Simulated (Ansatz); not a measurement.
Basis-set extrapolation for CH₇BOSSi, SMILES `CSBO[SiH3]` (PBE0-D4/def2-TZVP geometry, frozen core, Ansatz). Multiplicity 1, RHF reference.

```tsv
	def2-TZVPP	def2-QZVPP
HF	-828.150676	-828.178243
MP2 correlation	-0.811634	-0.873429
CCSD(T) correlation	-0.902516	not run
```

Energies in hartree. Use E(X) = E(∞) + A·exp(−7.88·√X) for Hartree–Fock and E(X) = E(∞) + B·X^(−2.97) for correlation, with X = 3 and 4, and add CCSD(T) minus MP2 of the smaller set to the MP2 limit.

Q: What is the CCSD(T) energy at the basis-set limit?

A: HF limit: -828.178243 + (-0.027567) × 0.13774 = -828.18204. MP2 limit: -0.873429 + (-0.061795) × 0.74074 = -0.91920. Higher-order term: -0.902516 − (-0.811634) = -0.09088. Total: -829.19212 hartree, 87.2 kcal/mol below CCSD(T)/def2-TZVPP.
